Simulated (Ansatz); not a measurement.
XGe12: binding per atom (eV) at several levels, gas phase, relaxed structures; Ansatz. Clusters are the lowest isomers that short searches found in that spin, judged at the geometry's level. Core potentials for Mo, Ta in the def2 sets, no spin–orbit coupling. Binding counts from free atoms in the multiplicity of their measured ground term, without zero-point energy. The structures are stationary points that may keep the symmetry of their start. Correlated methods freeze inner cores and use unrestricted references for open shells. Remarks come from the PBE and PBE0 runs and from stability tests at other levels; not every state was tested.

| species | state | geometry | PBE-D4/def2-SVP | PBE-D4/def2-TZVP | r2SCAN-D4/def2-TZVP | PBE0-D4/def2-SVP | PBE0-D4/def2-TZVP | RPA@PBE/def2-SVP | remarks |
| --- | --- | --- | --- | --- | --- | --- | --- | --- | --- |
| Ge12N | doublet | PBE-D4/def2-SVP | 3.48 | 3.51 | 3.32 | 3.27 | 3.31 | 2.63 | – |
| Ge12Mo | singlet | PBE-D4/def2-SVP | 3.68 | 3.71 | 3.52 | 3.45 | 3.48 | 2.92 | restricted SCF unstable in HF |
| TaGe12 | doublet | PBE-D4/def2-SVP | 3.52 | 3.56 | 3.44 | 3.32 | 3.38 | 2.77 | – |
